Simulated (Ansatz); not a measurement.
`F[CH]([SiH3])[GeH3]` + `C#CC=C` → `C#C/C=C\[SiH3]` + `F[CH2][GeH3]`  (formal exchange of groups at the Si–C bond)

Isolated molecules relaxed with PBE0-D4/def2-TZVP in Ansatz; ΔE leaves out vibrations. CCSD(T)/CBS is the MP2 limit (def2-TZVPP, def2-QZVPP) plus CCSD(T) − MP2 in def2-TZVPP, frozen cores. DFT in def2-TZVPP. For Ge outer-core shells are correlated without core-valence functions, which leaves a few kJ/mol of doubt a bond. Scalar relativity is left out up to krypton.

`F[CH]([SiH3])[GeH3]`:

Z-matrix (Å, degrees):
```
C
Si 1 1.891
Ge 1 1.981 2 114.3
F 1 1.403 2 109.4 3 121.8
H 1 1.097 2 109.5 3 -120.7
H 2 1.487 1 107.6 3 61.3
H 2 1.485 1 110.5 3 -178.9
H 2 1.485 1 109.8 3 -57.8
H 3 1.535 1 109.5 2 56.5
H 3 1.535 1 109.0 2 176.9
H 3 1.538 1 108.6 2 -63.3
```

`C#CC=C`:

Cartesian coordinates in Å:
```
C -1.383 1.604 -0.065
C -0.532 0.781 0.153
C 0.479 -0.170 0.443
C 0.763 -1.218 -0.327
H -2.137 2.327 -0.265
H 1.040 -0.004 1.359
H 1.549 -1.910 -0.052
H 0.221 -1.409 -1.246
```

`C#C/C=C\[SiH3]`:

```xyz
11

C     2.267   -0.010   -1.029
C     1.331    0.608   -0.591
C     0.227    1.331   -0.075
C    -0.875    0.745    0.413
Si   -1.118   -1.106    0.484
H     3.093   -0.558   -1.415
H     0.319    2.415   -0.094
H    -1.660    1.400    0.783
H    -1.052   -1.698   -0.878
H    -0.077   -1.742    1.333
H    -2.455   -1.386    1.069
```

`F[CH2][GeH3]`:

Cartesian coordinates in Å:
```
F -1.553 1.094 -0.505
C -1.015 -0.098 -0.044
Ge 0.953 0.034 0.062
H -1.312 -0.896 -0.730
H -1.441 -0.309 0.940
H 1.343 1.159 1.031
H 1.499 -1.308 0.578
H 1.526 0.324 -1.333
```

Problem. Is it downhill or uphill in electronic energy at CCSD(T)/CBS, and by how much? (Estimate.)

Solution. The calculation gave: Downhill: ΔE = -10.7 kJ/mol.

Problem. What do these levels give: PBE0-D4, ωB97X-V, ωB97M-V, PBE, HF/def2-QZVPP, CCSD/CBS(def2)? (Best estimate.)

Solution. Computed: PBE0-D4 -13.1, ωB97X-V -11.4, ωB97M-V -11.0, PBE -11.4, HF/def2-QZVPP -14.7, CCSD/CBS(def2) -10.5 kJ/mol.

Largest T1 diagnostic among the species: 0.012.
